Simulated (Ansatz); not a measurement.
`Cl[CH2][GeH3]`, charge 0, multiplicity 1.

(1) Give a relaxed structure at PBE0-D4/def2-TZVP (Ansatz). (Estimate.)

## Answers

(1) Ansatz gave: 
Z-matrix (Å, degrees):
```
C
Ge 1 1.966
Cl 1 1.781 2 110.6
H 1 1.089 2 111.1 3 -119.4
H 1 1.089 2 111.1 3 119.4
H 2 1.534 1 109.0 3 60.1
H 2 1.540 1 108.8 3 179.9
H 2 1.534 1 109.0 3 -60.3
```
Point group Cs.
